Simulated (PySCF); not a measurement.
Species: `C=CC[C@@H]1CC[S@@]1=O`. The columns A, B, C and D hold Mulliken, IAO, Hirshfeld and ESP-fitted charges (e) of one PBE0/pcSseg-1 density (PySCF), in a shuffled order. Coordinates in Å (GFN2-xTB); the density's dipole moment is (1.05, -2.33, 2.62) D.

| atom | x | y | z | A | B | C | D |
| --- | --- | --- | --- | --- | --- | --- | --- |
| C1 | 2.524 | -0.335 | -0.994 | -0.135 | -0.099 | -0.515 | -0.319 |
| C2 | 1.976 | 0.256 | 0.051 | -0.243 | -0.033 | -0.036 | -0.129 |
| C3 | 0.724 | 1.074 | -0.003 | -0.094 | -0.075 | -0.220 | -0.271 |
| C4 | -0.384 | 0.432 | 0.807 | -0.484 | -0.036 | +0.279 | -0.241 |
| C5 | -0.806 | -0.981 | 0.406 | -0.109 | -0.079 | -0.436 | -0.270 |
| C6 | -2.311 | -0.741 | 0.447 | -0.328 | -0.085 | +0.128 | -0.411 |
| S7 | -2.093 | 1.113 | 0.402 | +0.660 | +0.318 | +0.088 | +1.035 |
| O8 | -2.072 | 1.528 | -0.998 | -0.607 | -0.352 | -0.401 | -0.890 |
| H9 | 2.100 | -0.247 | -1.981 | +0.114 | +0.048 | +0.214 | +0.147 |
| H10 | 3.424 | -0.921 | -0.912 | +0.117 | +0.047 | +0.197 | +0.152 |
| H11 | 2.419 | 0.154 | 1.033 | +0.100 | +0.043 | +0.106 | +0.140 |
| H12 | 0.921 | 2.075 | 0.391 | +0.141 | +0.045 | +0.102 | +0.149 |
| H13 | 0.380 | 1.178 | -1.036 | +0.141 | +0.038 | +0.116 | +0.156 |
| H14 | -0.232 | 0.537 | 1.881 | +0.145 | +0.039 | +0.018 | +0.143 |
| H15 | -0.471 | -1.205 | -0.607 | +0.138 | +0.043 | +0.159 | +0.151 |
| H16 | -0.447 | -1.771 | 1.067 | +0.137 | +0.041 | +0.116 | +0.144 |
| H17 | -2.775 | -1.016 | 1.391 | +0.146 | +0.044 | +0.020 | +0.153 |
| H18 | -2.888 | -1.123 | -0.389 | +0.162 | +0.052 | +0.065 | +0.163 |

Which column most likely holds the ESP-fitted charges?

C. Σ q r misses the density's dipole by 0.06 D (C), 0.80 D (A), 1.43 D (B), 3.51 D (D). Charges fitted to the outside potential are the only set here that is tied to the molecule's multipoles.

And the Hirshfeld charges?

B. The mean sizes are 0.084 e (B), 0.179 e (C), 0.222 e (A), 0.281 e (D), and Hirshfeld charges are commonly the smallest of these schemes.

As computed, A = Mulliken, B = Hirshfeld, C = ESP-fitted, D = IAO. Hydrogens on carbon: Mulliken +0.10 to +0.16, Hirshfeld +0.04 to +0.05, ESP-fitted +0.02 to +0.21, IAO +0.14 to +0.16 e.

The IAO scheme counts the electrons in orthogonalised intrinsic atomic orbitals, a minimal basis polarised so that it spans the occupied orbitals exactly. The Mulliken scheme counts on each atom the diagonal of the density matrix times the overlap matrix over that atom's basis functions.

Geometry: GFN2-xTB, one conformer, isolated molecule.

These values come from a run that also computed NMR shieldings. Hardware: one thread of an Arm Neoverse V1, no GPU (shared host). Cost: 32 s of wall time, 0.85 GiB resident at most.

Shape of the structure used: `[CH2:1]=[CH:2][CH2:3][C@@H:4]1[CH2:5][CH2:6][S@@:7]1=[O:8]`: C1–C2–C3–C4 116°, C2–C3–C4–C5 -59°.
